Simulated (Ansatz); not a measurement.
The cluster PdAu2. The state is a triplet with charge 0. Geometry PBE-D4/def2-TZVP; atoms count from 1.

```tsv
atom	x (Å)	y (Å)	z (Å)
Pd1	-1.0532	0.5475	-0.8675
Au2	1.2388	-0.6342	-0.6584
Au3	-0.1856	0.0867	1.5259
```

In the def2 sets Au, Pd take a core potential; there is no spin–orbit coupling. At PBE0-D4/def2-TZVP a singlet of charge 0 lies 0.84 eV below the triplet, each at its own geometry. The structure comes from a short search, and lower isomers may exist.

Estimate the Mulliken populations from the PBE0/def2-TZVP orbitals of Ansatz.


```json
{"atom": "Pd1", "charge (e)": "-0.06", "spin (α − β)": "0.72", "d electrons": "9.20"}
{"atom": "Au2", "charge (e)": "0.03", "spin (α − β)": "0.64", "d electrons": "9.72"}
{"atom": "Au3", "charge (e)": "0.03", "spin (α − β)": "0.64", "d electrons": "9.72"}
```
Mulliken values depend strongly on the basis.

Where does the spin sit?

Summed by element: Pd 0.72, Au 1.28, of 2 unpaired in all. Largest on single atoms: Pd1 0.72, Au2 0.64, Au3 0.64.

And the Mayer bond orders between heavy atoms (over 0.3)?

Pd1–Au2 0.79 (2.59 Å); Pd1–Au3 0.79 (2.59 Å); Au2–Au3 0.38 (2.71 Å).
